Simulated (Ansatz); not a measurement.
Coupled-cluster run, `B[C](F)(Cl)[GeH3]`.

```yaml
crystal:
  periodic: [false, false, false]
  atoms:
    - {symbol: B, position_ang: [-0.441037, 1.281975, -0.938894]}
    - {symbol: C, position_ang: [-0.586155, -0.071538, -0.187535]}
    - {symbol: F, position_ang: [-1.822452, -0.569105, 0.007875]}
    - {symbol: Cl, position_ang: [-0.018518, -0.527813, -1.941603]}
    - {symbol: Ge, position_ang: [0.718398, -0.821591, 1.101240]}
    - {symbol: H, position_ang: [-1.418983, 1.757906, -1.425644]}
    - {symbol: H, position_ang: [0.592523, 1.870087, -0.853523]}
    - {symbol: H, position_ang: [0.643071, -2.351452, 1.042672]}
    - {symbol: H, position_ang: [0.311075, -0.311227, 2.490098]}
    - {symbol: H, position_ang: [2.105178, -0.308442, 0.708314]}
basis:
  gaussian: {orbitals: def2-TZVPP}
correlation: {method: ccsd_t}
```

```sh
$ ansatz run in.yaml --threads 4 --pin off --events-out ev --progress --plain --max-ram 10444MiB
```

The program prints (abridged):

```
Functional definition: HF
1549 factors; integrals over basis functions are off by at most 9.8e-4 eV
mean field evaluation 1: about -73462.6862 eV, gradient 2.7e1 eV
mean field evaluation 2: about -73462.9327 eV, gradient 2.7e1 eV
mean field evaluation 4: about -73465.1474 eV, gradient 4.2e0 eV
mean field evaluation 8: about -73465.2055 eV, gradient 2.6e-1 eV
mean field -73465.20592235 eV, -2699.7965211411 hartree, gradient 4.4e-6 eV, S^2 0.000000; 0 other end points of the search recorded, 0 dependent functions left out
17 core orbitals not correlated: weight in the atoms' cores, before any rotation towards them, 1.000 or more for the frozen orbitals, at most 0.000 for the correlated occupied ones
reference -73465.20592235 eV, -2699.7965211411 hartree; 20, 20 occupied and 216, 216 virtual orbitals, 1549 factors
second order -26.56308417 eV of doubles, -0.00000000 eV of singles
cycle   1  -26.81213500 eV  change   -2.5e-1 eV  update   1.2e-1
cycle   2  -27.56990111 eV  change   -7.6e-1 eV  update   3.7e-2
cycle   3  -27.72181659 eV  change   -1.5e-1 eV  update   1.9e-2
cycle   4  -27.70500598 eV  change    1.7e-2 eV  update   4.6e-3
cycle   5  -27.70131001 eV  change    3.7e-3 eV  update   2.1e-3
cycle   6  -27.70227954 eV  change   -9.7e-4 eV  update   6.3e-4
cycle   7  -27.70200619 eV  change    2.7e-4 eV  update   2.8e-4
cycle   8  -27.70193904 eV  change    6.7e-5 eV  update   9.5e-5
cycle   9  -27.70199244 eV  change   -5.3e-5 eV  update   4.1e-5
cycle  10  -27.70198942 eV  change    3.0e-6 eV  update   1.6e-5
perturbative correction -1.10196750 eV, -0.0404965585 hartree
Total energy: -73494.00987926 eV, -2700.8550470338 hartree
```

Hardware: 4 threads of an Arm Neoverse V2 on a shared host. Wall time 4.5 min, peak host memory 5.7 GiB.

MP2 recovers 92.2 % of the CCSD(T) correlation energy and the triples give 3.8 %; T1 = 0.0128.
